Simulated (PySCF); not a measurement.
C6H8N2.
Cartesian coordinates in Å at the PBE0-D3(BJ)/def2-SVP level; atoms count from 1:
```xyz
16
C6H8N2 angstrom
C      2.3826    0.8228    0.3690
N      1.4597    0.1177   -0.4697
C      0.1383   -0.0477   -0.1478
C     -0.4765    0.6092    0.9300
C     -1.8339    0.3997    1.1566
C     -2.5456   -0.4568    0.3216
N     -1.9688   -1.0930   -0.6989
C     -0.6836   -0.8967   -0.9242
H      2.4871    0.3789    1.3789
H      3.3730    0.8269   -0.1052
H      2.0796    1.8756    0.4978
H      1.8440   -0.5576   -1.1151
H      0.0947    1.2724    1.5819
H     -2.3354    0.9010    1.9877
H     -3.6136   -0.6391    0.4803
H     -0.2389   -1.4338   -1.7739
```

The closed-shell ground state was solved at several levels (PySCF, density fitting, gas phase, non-relativistic).

```json
{"level": "PBE0/6-31G", "basis functions": "88", "HOMO (eV)": "-5.74", "LUMO (eV)": "-0.09", "gap (eV)": "5.65", "dipole (D)": "3.90"}
{"level": "PBE/pcSseg-1", "basis functions": "176", "HOMO (eV)": "-4.94", "LUMO (eV)": "-1.34", "gap (eV)": "3.60", "dipole (D)": "3.79"}
{"level": "PBE0/pcSseg-0", "basis functions": "88", "HOMO (eV)": "-5.99", "LUMO (eV)": "-0.35", "gap (eV)": "5.64", "dipole (D)": "4.06"}
{"level": "PBE0/def2-TZVP", "basis functions": "296", "HOMO (eV)": "-5.92", "LUMO (eV)": "-0.48", "gap (eV)": "5.44", "dipole (D)": "3.60"}
{"level": "PBE0/pcSseg-1", "basis functions": "176", "HOMO (eV)": "-5.95", "LUMO (eV)": "-0.45", "gap (eV)": "5.50", "dipole (D)": "3.73"}
{"level": "LDA/pcSseg-1", "basis functions": "176", "HOMO (eV)": "-5.13", "LUMO (eV)": "-1.59", "gap (eV)": "3.54", "dipole (D)": "3.92"}
{"level": "mPW1PW91/pcSseg-1", "basis functions": "176", "HOMO (eV)": "-5.98", "LUMO (eV)": "-0.48", "gap (eV)": "5.50", "dipole (D)": "3.73"}
{"level": "PBE0/aug-cc-pVDZ", "basis functions": "256", "HOMO (eV)": "-5.94", "LUMO (eV)": "-0.55", "gap (eV)": "5.39", "dipole (D)": "3.65"}
{"level": "PBE0/cc-pVDZ", "basis functions": "152", "HOMO (eV)": "-5.75", "LUMO (eV)": "-0.21", "gap (eV)": "5.54", "dipole (D)": "3.53"}
{"level": "LC-wPBE/pcSseg-1", "basis functions": "176", "HOMO (eV)": "-8.36", "LUMO (eV)": "1.65", "gap (eV)": "10.01", "dipole (D)": "3.68"}
{"level": "PBE0/6-31G*", "basis functions": "128", "HOMO (eV)": "-5.67", "LUMO (eV)": "-0.06", "gap (eV)": "5.61", "dipole (D)": "3.56"}
```

(1) Estimate the row for PBE0/6-311+G(2d,p), a basis of 264 functions; the other rows only guide the guess.

(2) Over all these levels, which gives the widest orbital gap and which the narrowest?

(3) How much does the basis alone move the frontier levels among the 8 PBE0 rows (the withheld one included)?

(4) How far do the dipole and the HOMO energy spread over the levels?

## Answers

(1) HOMO -5.95 eV, LUMO -0.55 eV, gap 5.40 eV, dipole 3.67 D.

(2) LC-wPBE/pcSseg-1 (range-separated hybrid) has the widest, 10.01 eV, and LDA/pcSseg-1 (LDA) the narrowest, 3.54 eV. The two share the basis. From the narrowest to the widest the HOMO moves by -3.23 eV and the LUMO by +3.24 eV.

(3) The HOMO by 0.32 eV and the LUMO by 0.49 eV. By rising basis size (HOMO, LUMO in eV): 6-31G -5.74, -0.09; pcSseg-0 -5.99, -0.35; 6-31G* -5.67, -0.06; cc-pVDZ -5.75, -0.21; pcSseg-1 -5.95, -0.45; aug-cc-pVDZ -5.94, -0.55; 6-311+G(2d,p) -5.95, -0.55; def2-TZVP -5.92, -0.48.

(4) The dipole runs from 3.53 to 4.06 D (mean 3.74 D) and the HOMO from -8.36 to -4.94 eV.

One conformer stands for the species.
